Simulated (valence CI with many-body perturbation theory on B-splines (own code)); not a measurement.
## The 5-electron sequence from Zn25+ to Ru39+

Level of theory: valence CI with perturbative core correlation (CI+MBPT): three valence electrons over a frozen Dirac-Fock core [He], radial functions for each j: 11 s, 11 p, 9 d, 7 f, 5 g, 2 h, 1 i, with the one-electron correlation potential Σ1, the two-electron term Σ2, the three-electron term Σ3, Breit, model QED; selected CI, second order for the rest (own B-spline code, finite nucleus). Basis and details of the method differ along the sequence, and some ions are missing.

Excitation energies in eV above the lowest level of each ion. Labels name the leading LS component, so a column can jump where levels mix; a blank means that no level of the computed list carries the label, and where several do, the lowest of them is shown. The ionisation energies from NIST are mostly theoretical or semi-empirical. By estimate, excited configurations hold to about 0.1 % in light ions and 0.5 % in heavy ones, terms of the ground configuration to 0.5 to 2 %, and small fine-structure intervals to 10 cm⁻¹ or more; near the neutral end and where shells cross, configurations can be misplaced by 0.1 to 0.6 eV.

```
  Ion    Lowest level  IE (eV)  IE, NIST (eV)  2s 2p2 4P_1/2  2s 2p2 4P_5/2  2s 2p2 2D_3/2  2s 2p2 2S_1/2  2s 2p2 2P_3/2  2p3 4S°_3/2  2p3 2P°_1/2
Zn25+  2s2 2p 2P°_1/2   2492.1   2491.5 ± 1.1          63.69          89.17          119.6          162.0          163.5        199.2        250.3
Ga26+  2s2 2p 2P°_1/2   2683.6     2683 ± 1.4          67.32          96.76          127.8          174.2          175.7        211.3        266.4
Ge27+  2s2 2p 2P°_1/2   2882.6   2881.9 ± 1.6          71.03          104.9          136.5          187.4          188.9        223.9        283.5
As28+  2s2 2p 2P°_1/2     3089   3088.1 ± 1.9          74.81          113.5          145.8          201.6          203.1        236.9        301.7
Se29+  2s2 2p 2P°_1/2   3302.8   3301.8 ± 2.1          78.66          122.8          155.6          217.0          218.5        250.6        321.1
Br30+  2s2 2p 2P°_1/2   3524.2   3523.1 ± 2.2          82.57          132.6          166.1          233.7          235.0        264.9        341.7
Kr31+  2s2 2p 2P°_1/2   3753.1     3752 ± 2.5          86.53          143.1          177.3          251.6          252.9        279.8        363.7
Rb32+  2s2 2p 2P°_1/2   3989.6       3988 ± 3          90.53          154.3          189.1          270.9          272.2        295.4        387.1
Sr33+  2s2 2p 2P°_1/2   4233.8       4232 ± 3          94.56          166.2          201.8          291.8          293.1        311.8        412.0
Zr35+  2s2 2p 2P°_1/2   4745.5       4744 ± 3          102.7          192.4          229.5          338.3          339.6        347.1        466.9
Nb36+  2s2 2p 2P°_1/2   5013.1       5011 ± 4          106.9          206.9          244.7          364.3          365.5                     497.1
Mo37+  2s2 2p 2P°_1/2   5288.6       5287 ± 4          111.0          222.2          260.9          392.1          393.3        484.6        529.2
Tc38+  2s2 2p 2P°_1/2     5572       5570 ± 4          115.2          238.6          278.1          422.0          423.2        517.6        563.3
Ru39+  2s2 2p 2P°_1/2   5863.5       5861 ± 4          119.4          256.0          296.4          454.0          455.2        552.8        599.7
```

Problem. Does the computed ground configuration or its J change in this range?

Solution. No, it stays 2s2 2p with J = 1/2; its leading component is 98 % 2P° at the start and 99 % 2P° at the end, where the leading jj configuration holds 99 %.

Shares of the ionisation energy in eV, for some of the ions:

| Ion | Σ1 | Σ2 | Σ3 | Breit | QED |
| --- | --- | --- | --- | --- | --- |
| Zn25+ | 0.333 | -0.0623 | -0.0368 | -1.64 | 0.0521 |
| Ge27+ | 0.337 | -0.0633 | -0.0377 | -2.04 | 0.0601 |
| Se29+ | 0.344 | -0.0645 | -0.0386 | -2.49 | 0.0682 |
| Kr31+ | 0.354 | -0.0660 | -0.0395 | -3.00 | 0.0759 |
| Sr33+ | 0.357 | -0.0671 | -0.0403 | -3.59 | 0.0829 |
| Nb36+ | 0.369 | -0.0687 | -0.0416 | -4.60 | 0.0911 |
| Tc38+ | 0.375 | -0.0700 | -0.0424 | -5.38 | 0.0942 |
